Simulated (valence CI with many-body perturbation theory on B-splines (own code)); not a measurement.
## Level structure of Pb31+

Method: valence CI with perturbative core correlation (CI+MBPT): five valence electrons over a frozen Dirac-Fock core [Kr] 4d10, a basis of 7 s, 7 p, 7 d, 7 f, 4 g, 2 h functions for each j, with the one-electron correlation potential Σ1, the two-electron term Σ2, the three-electron term Σ3, Breit, model QED; selected CI, second order for the rest, scaled by the run's own slope (own B-spline code, finite nucleus).

The last digits are not significant, and no measured levels were compared; by estimate large intervals hold to a few tenths of a per cent, small ones and those within an open d or f shell to about a per cent. Among the levels kept, up to 960 cm⁻¹ of a level comes from second order outside the variational space, and about a tenth of that is noise between levels of different J, which matters for small intervals. Only levels of the ground parity were solved; by the run's estimate the other parity begins above the list, which can be wrong where configurations are misplaced.

Levels 46 to 90 of 193, with energies above the lowest level, (4f5/2^5) J=5/2. "Leading %" is the weight of the configuration and term that name the level; weights of strongly mixed levels are sums over their largest components and can fall short. In the jj column 3d3/2^4 stands for four electrons in 3d with j = 3/2. Lifetimes count E1, E2, E3, M1 and M2 decay at the calculated energies, and are blank where another channel may lead or the interval is too uncertain; long ones can be off by a factor of two.

```
No.  Configuration  Term     J  E (cm⁻¹)  Leading %               Leading jj      g  Lifetime
 46            4f5   4F°   7/2    157530         36   4f5/2^2 4f7/2^3 (47 %)  1.062    219 μs
 47            4f5   2H°  11/2    158700         41   4f5/2^3 4f7/2^2 (55 %)  1.088    338 μs
 48            4f5   6P°   7/2    159990         40   4f5/2^3 4f7/2^2 (48 %)  1.417    786 μs
 49            4f5   2K°  15/2    160390         37   4f5/2^3 4f7/2^2 (77 %)  1.074    632 μs
 50            4f5   4F°   9/2    160390         35   4f5/2^3 4f7/2^2 (55 %)  1.071    453 μs
 51            4f5   4K°  17/2    162110         54   4f5/2^2 4f7/2^3 (95 %)  1.090    319 μs
 52            4f5   4G°   5/2    163520         44   4f5/2^2 4f7/2^3 (52 %)  0.891    184 μs
 53            4f5   4D°   3/2    163930         42   4f5/2^2 4f7/2^3 (58 %)  1.199    148 μs
 54            4f5   4F°   5/2    168080         31   4f5/2^3 4f7/2^2 (63 %)  1.039    443 μs
 55            4f5   4G°   9/2    168570         42   4f5/2^2 4f7/2^3 (50 %)  1.056    153 μs
 56            4f5   4M°  19/2    170680         44   4f5/2^2 4f7/2^3 (86 %)  1.054    428 μs
 57            4f5   4P°   1/2    170840         72   4f5/2^2 4f7/2^3 (80 %)  1.888    159 μs
 58            4f5   4K°  15/2    170850         55   4f5/2^2 4f7/2^3 (96 %)  1.049    338 μs
 59            4f5   4I°  11/2    171460         31   4f5/2^3 4f7/2^2 (64 %)  1.059    359 μs
 60            4f5   2I°  13/2    175780         29   4f5/2^3 4f7/2^2 (74 %)  1.061    479 μs
 61            4f5   2G°   9/2    176970         30   4f5/2^2 4f7/2^3 (59 %)  1.061    270 μs
 62            4f5   4G°   7/2    178360         24   4f5/2^2 4f7/2^3 (45 %)  1.069    286 μs
 63            4f5   2N°  19/2    178450         50   4f5/2^2 4f7/2^3 (93 %)  1.051    291 μs
 64            4f5   2O°  21/2    179180         52   4f5/2^2 4f7/2^3 (78 %)  1.039    410 μs
 65            4f5   4F°   9/2    180580         32   4f5/2^2 4f7/2^3 (60 %)  1.096    181 μs
 66            4f5   4G°  11/2    182210         36   4f5/2^2 4f7/2^3 (41 %)  1.090    267 μs
 67            4f5   4F°   7/2    183990         46   4f5/2^2 4f7/2^3 (58 %)  1.211    336 μs
 68            4f5   2M°  17/2    185400         53   4f5/2^2 4f7/2^3 (90 %)  1.006    382 μs
 69            4f5   4H°  13/2    185950         40   4f5/2^2 4f7/2^3 (72 %)  1.083    305 μs
 70            4f5   2F°   5/2    187290         28   4f5/2^2 4f7/2^3 (59 %)  1.023    165 μs
 71            4f5   4H°  11/2    191980         26   4f5/2^2 4f7/2^3 (56 %)  1.047    235 μs
 72            4f5   4P°   5/2    193550         38   4f5/2^2 4f7/2^3 (76 %)  1.394    223 μs
 73            4f5   4F°   3/2    193780         34   4f5/2^2 4f7/2^3 (61 %)  1.168    209 μs
 74            4f5   4H°   7/2    193900         50   4f5/2^2 4f7/2^3 (40 %)  0.875    144 μs
 75            4f5   4I°  15/2    195670         38   4f5/2^2 4f7/2^3 (53 %)  1.071    139 μs
 76            4f5   4P°   1/2    196090         48   4f5/2^3 4f7/2^2 (81 %)  1.376    214 μs
 77            4f5   2I°  11/2    197960         25   4f5/2^2 4f7/2^3 (67 %)  1.044    268 μs
 78            4f5   2K°  13/2    198020         39   4f5/2^2 4f7/2^3 (66 %)  1.044    251 μs
 79            4f5   4G°   9/2    200720         43   4f5/2^2 4f7/2^3 (51 %)  1.075    281 μs
 80            4f5   2O°  23/2    203710        100  4f5/2^2 4f7/2^3 (100 %)  1.040   1.08 ms
 81            4f5   2G°   7/2    206000         43   4f5/2^2 4f7/2^3 (84 %)  1.016    260 μs
 82            4f5   4G°   5/2    206720         37   4f5/2^2 4f7/2^3 (63 %)  1.104    124 μs
 83            4f5   4I°  15/2    207470         44   4f5/2^2 4f7/2^3 (48 %)  1.080    214 μs
 84            4f5   2D°   3/2    207920         52   4f5/2^2 4f7/2^3 (75 %)  1.174    175 μs
 85            4f5   4K°  17/2    208110         45   4f5/2^3 4f7/2^2 (42 %)  1.097    782 μs
 86            4f5   4G°  11/2    208910         36   4f5/2^2 4f7/2^3 (55 %)  1.104    258 μs
 87            4f5   2H°   9/2    209060         32   4f5/2^2 4f7/2^3 (59 %)  1.075    323 μs
 88            4f5   2F°   7/2    209610         38   4f5/2^2 4f7/2^3 (72 %)  1.078    280 μs
 89            4f5   4I°  13/2    212090         44   4f5/2^2 4f7/2^3 (55 %)  1.039    164 μs
 90            4f5   4F°   3/2    214190         33   4f5/2^3 4f7/2^2 (64 %)  1.029    157 μs
```

Where two levels of one J and parity lie close, their mixing, g and order are uncertain.
